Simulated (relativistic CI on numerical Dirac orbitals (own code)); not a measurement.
**Level scheme of Dy12+**

Computed by Dirac-Coulomb-Breit CI, KLI orbitals optimised for each configuration, QED by a radiative potential, unscaled Slater integrals (own radial code, finite nucleus).

Configurations in the expansion (outside the closed core [Ar] 3d10 4p6 4d10): 4s2 4f6 5s2, 4s2 4f8, 4s2 4f7 5s, 4s2 4f5 5s2 6s, 4s2 4f4 5s2 6s2, 4s2 4f5 5s2 7s, 4s2 4f6 6s2, 4f8 5s2. The list is cut by size and lacks configurations that can hold low levels.

The lowest level is 4s2 4f6 5s2 7F_0, with 92 % of that term; Hund's rules for 4s2 4f6 5s2 give 7F with J = 0, in agreement.

```tsv
No.	Configuration	Term	J	E (cm⁻¹)	%	Next component (%)	Lifetime (s)	jj configuration (%)
1	4s2 4f6 5s2	7F	0	0.0	92	8 5D		4f5/2^4 4f7/2^2 (54)
2	4s2 4f6 5s2	7F	1	731.8	93	6 5D	2.49e+01	4f5/2^3 4f7/2^3 (44)
3	4s2 4f6 5s2	7F	2	1968.8	95	4 5D	4.53e+00	4f5/2^4 4f7/2^2 (48)
4	4s2 4f6 5s2	7F	3	3510.9	97	2 5D	2.43e+00	4f5/2^3 4f7/2^3 (46)
5	4s2 4f6 5s2	7F	4	5222.3	97	1 5F	2.07e+00	4f5/2^3 4f7/2^3 (44)
6	4s2 4f6 5s2	7F	5	7012.4	97	2 5G	2.42e+00	4f5/2^3 4f7/2^3 (39)
7	4s2 4f6 5s2	7F	6	8814.1	95	4 5G	4.30e+00	4f5/2^3 4f7/2^3 (35)
8	4s2 4f6 5s2	5D	0	26847.8	76	16 3P	1.40e-02	4f5/2^6 (53)
9	4s2 4f6 5s2	5D	1	30029.4	85	8 3P	1.48e-02	4f5/2^5 4f7/2 (52)
10	4s2 4f6 5s2	5D	2	34413.9	92	3 7F	1.60e-02	4f5/2^4 4f7/2^2 (47)
11	4s2 4f6 5s2	5L	6	38633.7	88	8 3K	1.60e+00	4f5/2^3 4f7/2^3 (32)
12	4s2 4f6 5s2	5D	3	39468.5	93	3 5F	2.08e-02	4f5/2^3 4f7/2^3 (47)
13	4s2 4f6 5s2	5L	7	40512.7	93	5 3K	2.65e+00	4f5/2^4 4f7/2^2 (43)
14	4s2 4f6 5s2	5L	8	42092.8	95	2 3K	3.38e+00	4f5/2^3 4f7/2^3 (57)
15	4s2 4f6 5s2	5G	2	42627.2	91	8 3F	4.96e-02	4f5/2^4 4f7/2^2 (35)
16	4s2 4f6 5s2	5G	6	42732.9	61	18 5H	1.78e-02	4f5/2^4 4f7/2^2 (39)
17	4s2 4f6 5s2	5G	5	42938.0	66	24 5H	1.87e-02	4f5/2^4 4f7/2^2 (44)
18	4s2 4f6 5s2	5G	3	42977.7	80	15 5H	2.64e-02	4f5/2^3 4f7/2^3 (51)
19	4s2 4f6 5s2	5G	4	43043.8	71	21 5H	2.38e-02	4f5/2^3 4f7/2^3 (41)
20	4s2 4f6 5s2	5L	9	43312.0	96	3 3M	8.16e+00	4f5/2^3 4f7/2^3 (52)
21	4s2 4f6 5s2	5L	10	43971.6	93	7 3M	8.48e+01	4f5/2^3 4f7/2^3 (42)
22	4s2 4f6 5s2	5D	4	45142.6	90	4 5F	3.14e-02	4f5/2^2 4f7/2^4 (43)
23	4s2 4f6 5s2	5H	3	49825.6	79	15 5G	1.04e-01	4f5/2^3 4f7/2^3 (46)
24	4s2 4f6 5s2	5H	7	49840.1	74	17 5I	1.88e-01	4f5/2^3 4f7/2^3 (53)
25	4s2 4f6 5s2	5H	4	50657.4	62	23 5G	7.14e-02	4f5/2^2 4f7/2^4 (40)
26	4s2 4f6 5s2	5H	6	50951.9	52	21 5G	5.21e-02	4f5/2^3 4f7/2^3 (54)
27	4s2 4f6 5s2	5H	5	51069.6	50	26 5G	5.23e-02	4f5/2^3 4f7/2^3 (46)
28	4s2 4f6 5s2	3P	0	53194.3	66	18 5D	7.87e-03	4f5/2^4 4f7/2^2 (40)
29	4s2 4f6 5s2	5F	2	55153.6	80	6 3D	1.69e-02	4f5/2^2 4f7/2^4 (31)
30	4s2 4f6 5s2	5F	3	55289.0	76	8 5G	1.58e-02	4f5/2^3 4f7/2^3 (27)
31	4s2 4f6 5s2	5I	4	55389.3	75	13 5H	1.78e-01	4f5/2^3 4f7/2^3 (36)
32	4s2 4f6 5s2	5F	1	55853.3	93	5 3D	1.42e-02	4f5/2^3 4f7/2^3 (49)
33	4s2 4f6 5s2	5F	4	56094.0	72	10 5G	1.54e-02	4f5/2^4 4f7/2^2 (34)
34	4s2 4f6 5s2	5I	5	56201.7	51	23 5H	1.42e-01	4f5/2^3 4f7/2^3 (49)
35	4s2 4f6 5s2	5I	8	56784.9	88	7 3K	2.12e-01	4f5/2^3 4f7/2^3 (49)
36	4s2 4f6 5s2	5F	5	56907.5	82	8 5G	1.53e-02	4f5/2^4 4f7/2^2 (29)
37	4s2 4f6 5s2	5I	6	57022.6	50	26 5H	1.02e-01	4f5/2^3 4f7/2^3 (39)
38	4s2 4f6 5s2	5I	7	57897.4	67	20 5H	2.64e-01	4f5/2^2 4f7/2^4 (44)
39	4s2 4f6 5s2	5K	5	59903.2	62	21 5I	1.26e-01	4f5/2^3 4f7/2^3 (38)
40	4s2 4f6 5s2	3I	6	61728.2	24	24 5K	2.74e-02	4f5/2^3 4f7/2^3 (38)
41	4s2 4f6 5s2	3O	10	62326.3	65	12 1N	1.22e-01	4f5/2^4 4f7/2^2 (63)
42	4s2 4f6 5s2	5K	6	62436.1	54	20 3K	3.35e-02	4f5/2^3 4f7/2^3 (39)
43	4s2 4f6 5s2	3P	1	62629.2	85	12 5D	9.02e-03	4f5/2^3 4f7/2^3 (50)
44	4s2 4f6 5s2	5K	7	63724.8	81	9 5I	3.13e-01	4f5/2^3 4f7/2^3 (59)
45	4s2 4f6 5s2	5K	8	63963.7	65	16 3K	1.87e-01	4f5/2^3 4f7/2^3 (37)
```

Energies count from the lowest computed level; lifetimes are radiative, by E1, M1, E2, M2, E3 decay to levels of this space only. Filled j subshells are mostly left out of the jj labels.

The mean weight of the leading LS term, summed over parents, in these 45 levels is 78 %, and that of the leading jj configuration (from the same eigenvectors) 44 %, so LS coupling describes them better.

At this charge energies of transitions that change n are usually good to better than 1 %, and those within a shell (Δn = 0) to a few per cent. Terms inside the open d or f shell come out 10 to 20 % too wide with unscaled integrals. Levels and lines within the n = 5 or 6 shells can be off by up to 10 % or somewhat more, and those that change n by about 2 %, since core polarisation is missing.

Landé's interval rule says that E(J) − E(J−1) = AJ with one A. For the ground term the intervals give A = 731.8, 618.5, 514.1, 427.8, 358.0, 300.3 cm⁻¹ for J = 1, 2, 3, 4, 5, 6; the multiplet is regular.

LS names give the leading component of a level, which can be under half, so a name can repeat, a term be missing and a line seem to break the LS rules.
